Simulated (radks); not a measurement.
The numbers below are computed, except where a source is named.
Species: Hg LXXIII. Configuration: [He] 2s2 2p4 (the NIST ground configuration).

Level of theory: scalar-relativistic Kohn-Sham, r2SCAN, spin-polarised, spherical densities, finite nucleus; open shells are filled with parallel spins first (spin-orbit coupling, left out, can overturn this in heavy ions); meta-GGA in the generalised Kohn-Sham scheme; Fermi nuclear charge, rms radius 5.4648 fm (a radial shooting solver on a logarithmic mesh with Libxc functionals).

Energy parts (eV):
part                      energy
total                 -319362.24
kinetic                376063.47
electron-nucleus      -708583.32
Hartree                 16553.37
exchange-correlation    -3395.75

Orbitals (lengths in bohr, moments of r in powers of bohr; <r^-3> diverges for s and p1/2; r(max) is where P^2 peaks):
orbital	occ.	eigenvalue (eV)	<r>	<r^-3>	r(max)
1s up	1	-90876.44	0.01657	-	0.01022
1s down	1	-90824.59	0.01656	-	0.01021
2s up	1	-21716.01	0.06825	-	0.05831
2s down	1	-21642.42	0.06835	-	0.05836
2p up	3	-19775.62	0.06132	28490	0.04808
2p down	1	-19684.64	0.06145	28390	0.04816

The highest occupied level is 2p down at -19684.6 eV. Spin moment in Bohr magnetons: 2. The electron density at the nucleus is 2.431e+06 e/bohr^3 (large components only). The density falls to 0.001 e/bohr^3 at r = 0.28 bohr. The spin density at the nucleus is -245 e/bohr^3 (1s -1012, 2s 767). Summed over all electrons, <r^2> = 0.03009 bohr^2, which gives a Langevin (diamagnetic) susceptibility term of -0.0238 x 10^-6 cm^3/mol.
